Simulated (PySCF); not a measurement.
## A ladder for the ionisation energy of Cl⁺

Cl⁺ [Ne] 3s2 3p4 (3P) → Cl²⁺ [Ne] 3s2 3p3 (4S). Scalar values calculated with PySCF 2.14 in x2c-QZVPPall with one added diffuse shell each of s, p, d, f type (spin-free X2C; valence: [Ne] frozen; valence and next inner shell: 1s2 frozen). The spin-orbit shift comes from two-component X2C-1e calculations (generalised Hartree-Fock, GHF, and MP2 on its spinors, GMP2) in x2c-QZVPPall-2c: GMP2 gives 23.485 eV without and 23.529 eV with screened spin-orbit coupling, a shift of 0.045 eV (GHF: 0.046 eV). Sums use unrounded values; where a UHF row is shifted, it takes the GHF shift.

| method | scalar (eV) | plus spin-orbit shift (eV) | error (eV) |
| --- | --- | --- | --- |
| UHF | 22.578 | 22.623 | -1.191 |
| MP2 (valence) | 23.473 | 23.517 | -0.296 |
| SCS-MP2 (valence) | 23.581 | 23.625 | -0.188 |
| CCSD (valence) | 23.594 | 23.639 | -0.175 |
| CCSD(T) (valence) | 23.631 | 23.676 | -0.138 |
| LDA | 23.963 | 24.008 | 0.194 |
| PBE | 23.828 | 23.872 | 0.059 |
| PBE0 | 23.823 | 23.867 | 0.054 |
| r2SCAN | 23.797 | 23.842 | 0.028 |
| M06 | 23.732 | 23.776 | -0.037 |
| LC-wPBE | 23.978 | 24.023 | 0.209 |
| B2PLYP | 23.751 | 23.796 | -0.018 |
| BHandHLYP | 23.783 | 23.828 | 0.014 |
| ROHF | 22.420 | 22.464 | -1.349 |
| MP2 (valence and next inner shell) | 23.485 | 23.529 | -0.284 |
| SCS-MP2 (valence and next inner shell) | 23.586 | 23.631 | -0.183 |
| CCSD (valence and next inner shell) | 23.607 | 23.652 | -0.162 |
| CCSD(T) (valence and next inner shell) | 23.646 | 23.690 | -0.124 |

Reference: 23.814 eV (measured; NIST Atomic Spectra Database, ionization energies).

The errors of the correlated levels include the incompleteness of the basis and the frozen core, so a lower level can come closer by cancellation.
